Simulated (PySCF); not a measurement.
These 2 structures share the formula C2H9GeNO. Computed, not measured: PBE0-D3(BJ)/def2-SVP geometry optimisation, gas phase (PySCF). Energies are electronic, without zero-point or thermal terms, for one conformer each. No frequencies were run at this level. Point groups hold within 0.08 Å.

Task: Rank from lowest to highest electronic energy at this level (kJ/mol).
A. `[CH3:1][CH2:2][O:3][GeH2:4][NH2:5]` with C1–C2–O3–Ge4 178°, C2–O3–Ge4–N5 -179°, O3–Ge4–N5–H 63° and -64°
B. `[CH3:1][O:2][Ge@H:3]([CH3:4])[NH2:5]` with C1–O2–Ge3–C4 -70°, O2–Ge3–N5–H 67° and -60°

Result: B (0.0), A (18.2).

```json
{"SMILES": "C[O][Ge@H]([CH3])[NH2]", "E (Eh)": "-2287.71881", "E rel (kJ/mol)": "0.0", "dipole (D)": "0.64", "point group": "C1", "A, B, C (MHz)": "4958, 2534, 1927"}
{"SMILES": "CC[O][GeH2][NH2]", "E (Eh)": "-2287.71187", "E rel (kJ/mol)": "18.2", "dipole (D)": "0.17", "point group": "–", "A, B, C (MHz)": "10295, 1436, 1312"}
```
